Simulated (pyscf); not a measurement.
# H₃Si–SiH₂–SiH(SiH₃)–Cl, singlet

Gas-phase minimum from PySCF at ωB97X-D3(BJ)/def2-SVP, one conformer. 

```xyz
14

Si     1.4108    -1.3515    -0.2841
Si     0.5763     0.1257     1.3205
Si     0.3287     2.1355     0.1704
Si    -1.5534     2.0699    -1.2000
Cl     1.9741     2.2264    -1.1202
H      1.3127    -2.7630     0.1916
H      0.6097    -1.2064    -1.5343
H      2.8367    -1.0264    -0.5648
H      1.5169     0.2618     2.4714
H     -0.7567    -0.3223     1.8276
H      0.3510     3.3516     1.0304
H     -1.5847     3.2588    -2.0988
H     -2.7895     2.0442    -0.3624
H     -1.4956     0.8265    -2.0214
```
Charge 0, spin multiplicity 1.

Bonded distances (Å): Si1–Si2 2.335, Si1–H6 1.493, Si1–H7 1.492, Si1–H8 1.489, Si2–Si3 2.329, Si2–H9 1.493, Si2–H10 1.495, Si3–Si4 2.329, Si3–Cl5 2.093, Si3–H11 1.490, Si4–H12 1.491, Si4–H13 1.493, Si4–H14 1.491. Bond angles (°): Si2–Si1–H6 110.8, Si2–Si1–H7 108.8, Si2–Si1–H8 109.5, H6–Si1–H7 108.9, H6–Si1–H8 109.2, H7–Si1–H8 109.6, Si1–Si2–Si3 104.2, Si1–Si2–H9 111.2, Si1–Si2–H10 111.2, Si3–Si2–H9 111.7, Si3–Si2–H10 109.4, H9–Si2–H10 109.1, Si2–Si3–Si4 110.6, Si2–Si3–Cl5 105.0 (the first ones only).

Properties at ωB97X-D3(BJ)/def2-SVP:

* **Harmonic wavenumbers, unscaled**: 41, 72, 85, 107, 116, 137, 182, 350, 385, 442, 465, 490, 512, 531, 550, 568, 681, 708, 731, 771, 891, 896, 929, 947, 951, 952, 957, 2228, 2243, 2245, 2248, 2253, 2254, 2259, 2264, 2272 cm⁻¹
* **Zero-point energy**: 49.6 kcal/mol
* **Rotational symmetry number**: 1
* **Entropy of this conformer at 298 K and 1 atm, rigid rotor and harmonic oscillator, modes under 100 cm⁻¹ raised to 100**: 425.6 J/(mol K)
* **Dipole moment**: 1.47 D

Single-point totals, which compare only within one level:

```tsv
level	total energy (hartree)
ωB97X-D3(BJ)/def2-TZVP	-1623.80652
PBE/def2-TZVP	-1622.86344
r²SCAN/def2-TZVP	-1623.52977
B3LYP-D3(BJ)/def2-TZVP	-1623.80566
PBE0-D3(BJ)/def2-TZVP	-1623.04121
M06-2X/def2-TZVP	-1623.55098
ωB97M-D3(BJ)/def2-TZVP	-1623.88175
```

The lowest mode is so soft that the shape along it may change with the basis. Soft torsions are taken as harmonic, which can shift the entropy by several J/(mol K).
